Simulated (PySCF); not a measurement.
## Radial density of S (sulfur, neutral)

M06-L, [Ne] 3s2 3p4, high-spin 3P determinant. Calculation: PySCF 2.14, in Sapporo-DZP-2012 (5s4p2d, 27 functions); the spin-free X2C one-electron Hamiltonian (Gaussian nucleus).

| r (bohr) | 4πr²ρ (e/bohr) | 4πr²(ρα − ρβ) |
| --- | --- | --- |
| 0.00182 | 0.1029 | 0.0000 |
| 0.00306 | 0.2842 | 0.0000 |
| 0.00516 | 0.7574 | 0.0001 |
| 0.00867 | 1.905 | 0.0002 |
| 0.0146 | 4.476 | 0.0006 |
| 0.0245 | 9.213 | 0.0016 |
| 0.0413 | 15.42 | 0.0057 |
| 0.0694 | 18.29 | 0.0233 |
| 0.117 | 14.16 | 0.0870 |
| 0.196 | 12.78 | 0.2095 |
| 0.330 | 17.69 | 0.2077 |
| 0.556 | 10.59 | -0.0085 |
| 0.934 | 2.990 | 0.4451 |
| 1.57 | 3.570 | 1.1842 |
| 2.64 | 1.422 | 0.5010 |
| 4.45 | 0.1088 | 0.0311 |
| 7.48 | 0.0003669 | 0.0001 |

Densities and radii are taken from the X2C orbitals without a picture-change correction, which distorts them close to the nucleus.

Problem. Where is the radial spin density 4πr²(ρα − ρβ) most negative, and why is it negative at all?

Solution. Around r = 0.556 bohr, down to -0.0085 e/bohr: exchange with the open shell polarises the paired shells in an unrestricted calculation.
